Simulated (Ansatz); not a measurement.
Reaction: H2Se (SMILES [SeH2]) → HSe (SMILES [SeH], doublet) + H (doublet) (the H-Se bond breaks)
Each species at its own B3LYP-D3(BJ)/def2-TZVP minimum (Ansatz, a program for electronic structure).

Total energies in hartree (Ansatz). UHF or UKS for unpaired electrons; spin-orbit terms are left out. Correlated methods leave the cores frozen (noble-gas shells, and filled d and f shells in the p block). No relativity. Where a partner has so few electrons that a lower coupled-cluster level is exact, that level stands in.

```tsv
species	HF/cc-pVTZ	CCSD(T)/cc-pVTZ	HF/cc-pVQZ	CCSD(T)/cc-pVQZ	CCSD(T)/cc-pV5Z	CCSDT(Q)/cc-pV5Z
1: H2Se (SMILES [SeH2])	-2401.04843	-2401.24642	-2401.05216	-2401.26426	-2401.26930	-2401.27022
2: HSe (SMILES [SeH], doublet)	-2400.45463	-2400.61412	-2400.45803	-2400.62962	-2400.63403	-2400.63492
3: H (doublet)	-0.49981	-0.49981	-0.49995	-0.49995	-0.49999	-0.49999
```

Q: Work out the bond dissociation energy (electronic) in kJ/mol: take Hartree-Fock from cc-pVQZ, extrapolate the CCSD(T) correlation energy as X^-3 (X = 3, 4), and add CCSDT(Q) - CCSD(T) in cc-pV5Z. 1 hartree = 2625.5 kJ/mol.

A: 
Species 1: correlation (64·(-0.21210) - 27·(-0.19799))/37 = -0.22240; step -0.00092; E1 = -2401.05216 + (-0.22240) + (-0.00092) = -2401.27548
Species 2: correlation (64·(-0.17159) - 27·(-0.15949))/37 = -0.18042; step -0.00089; E2 = -2400.45803 + (-0.18042) + (-0.00089) = -2400.63934
Species 3: correlation (64·(0.00000) - 27·(0.00000))/37 = 0.00000; step +0.00000; E3 = -0.49995 + (0.00000) + (+0.00000) = -0.49995
-1·E1 +1·E2 +1·E3 = 0.13619 hartree = 357.6 kJ/mol.
